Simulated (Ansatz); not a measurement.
# Four-centre ligand exchange

Start structure (GeH₅SBr, singlet), relaxed at PBE0-D4/def2-TZVP:

```xyz
8
angstrom
Ge -0.2276 0.5279 -1.3345
Br 1.3384 1.6794 -0.0686
H 0.3477 -0.8622 -1.6067
H -0.4013 1.3383 -2.6240
H -1.5188 0.4800 -0.5162
H 1.0182 -0.6492 1.7016
S 0.1469 -1.6544 1.8904
H -0.7035 -0.8599 2.5579
```

The step: GeH₃Br ([GeH3][Br]) + H₂S → GeH₄S ([SH][GeH3]) + HBr; bonds formed: Ge1–S7, Br2–H6; bonds broken: Ge1–Br2, H6–S7. Program: Ansatz 0.2.0. Basis: def2-TZVPP and def2-QZVPP. Cores are frozen in the correlated methods. Filled d shells of the heavier atoms are correlated. The def2 sets are not built for correlating such inner shells, so the correlated values are less sure here. Extrapolation: Hartree–Fock as exp(−7.88 √X), correlation as X^−2.97. Energies below are by CCSD(T) at an estimated basis limit (MP2 extrapolated from triple and quadruple zeta, plus CCSD(T) − MP2 in triple zeta).

**Question.** What are the electronic barrier and the energy of the step, from the start structure to the end structure? (Judge from chemistry; the value comes from the calculation.)

**Answer.** The calculation gives: Barrier 35.90 kcal/mol; step energy 7.53 kcal/mol (uphill); reverse barrier, their difference, 28.36 kcal/mol. Barrier and step energy count from the start structure, the reverse barrier from the end structure.

The saddle point: One imaginary mode of 247i cm⁻¹.
```csv
pair,start (Å),saddle (Å),end (Å)
Ge1–S7,3.91,2.54,2.24
Br2–H6,2.94,2.13,1.45
Ge1–Br2,2.32,2.75,4.25
H6–S7,1.34,1.40,2.29
```

Zero-point energy (harmonic, PBE0-D4): ZPE is 25.49 kcal/mol at the start and 25.58 kcal/mol at the saddle, so the barrier goes from 35.90 to 35.99 kcal/mol.

T1 diagnostic: at most 0.012.

Exchanges of this kind with a chalcogen hydride build sulfide and selenide films.

Labels in which every atom is bracketed show which atoms are joined, not bond orders.

For scale, one of the runs: CCSD(T)/def2-TZVPP, 208 basis functions (an equivalent command: `ansatz run in.yaml --threads 4`). The run took 2.1 min on 4 CPU threads (shared host), with 2.8 GiB of host memory at its peak.
